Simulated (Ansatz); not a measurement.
These are frozen-core CCSD(T)/cc-pVTZ // PBE0-D3(BJ)/def2-TZVP (Ansatz, a first-principles code) values and carry that method's errors. The geometry is that of the parent before the electron was removed.

Ansatz 0.2 input:
```yaml
crystal:
  periodic: [false, false, false]
  atoms:
    - { symbol: C, position_ang: [-1.551474, -0.44494, 0.974675] }
    - { symbol: Si, position_ang: [-0.283223, 0.555073, 0.449562] }
    - { symbol: C, position_ang: [1.300013, -0.048947, -0.315634] }
    - { symbol: H, position_ang: [-2.454321, -0.036986, 1.414118] }
    - { symbol: H, position_ang: [-1.516625, -1.525585, 0.895821] }
    - { symbol: H, position_ang: [-0.379084, 2.028041, 0.579673] }
    - { symbol: H, position_ang: [1.300724, -1.138983, -0.364873] }
    - { symbol: H, position_ang: [2.164531, 0.27422, 0.269292] }
    - { symbol: H, position_ang: [1.419765, 0.345512, -1.32762] }
basis:
  gaussian: { orbitals: cc-pVTZ }
correlation:
  method: ccsd_t
total_charge: 1
magnetization:
  spin_polarized: true
  initial_magnetization: 1
```

Output:

```
Functional definition: HF
992 factors; integrals over basis functions are off by at most 1.3e-3 eV
mean field evaluation 1: about -10007.3009 eV, gradient 2.7e1 eV
mean field evaluation 2: about -10007.3070 eV, gradient 2.7e1 eV
mean field evaluation 4: about -10011.0114 eV, gradient 2.0e0 eV
mean field evaluation 8: about -10011.0513 eV, gradient 4.9e-4 eV
mean field evaluation 16: about -10011.0436 eV, gradient 1.7e-1 eV
mean field -10011.05133782 eV, -367.8993509307 hartree, gradient 2.1e-6 eV, S^2 0.757174; 0 other end points of the search recorded, 0 dependent functions left out
7 core orbitals not correlated
reference -10011.05133782 eV, -367.8993509307 hartree; 9, 8 occupied and 162, 163 virtual orbitals, 992 factors
second order -11.24839232 eV of doubles, -0.00000000 eV of singles
cycle   1  -12.09010509 eV  change   -8.4e-1 eV  update   6.9e-2
cycle   2  -12.41888720 eV  change   -3.3e-1 eV  update   2.2e-2
cycle   3  -12.45743498 eV  change   -3.9e-2 eV  update   8.6e-3
cycle   4  -12.45477769 eV  change    2.7e-3 eV  update   3.1e-3
cycle   5  -12.45429750 eV  change    4.8e-4 eV  update   1.4e-3
cycle   6  -12.45429035 eV  change    7.1e-6 eV  update   5.3e-4
cycle   7  -12.45431004 eV  change   -2.0e-5 eV  update   1.8e-4
cycle   8  -12.45435840 eV  change   -4.8e-5 eV  update   6.1e-5
cycle   9  -12.45435393 eV  change    4.5e-6 eV  update   2.3e-5
cycle  10  -12.45434513 eV  change    8.8e-6 eV  update   7.7e-6
perturbative correction -0.43774946 eV, -0.0160869959 hartree
Total energy: -10023.94343242 eV, -368.3731266684 hartree
```

Cost: about 4 core-minutes (a rough figure).
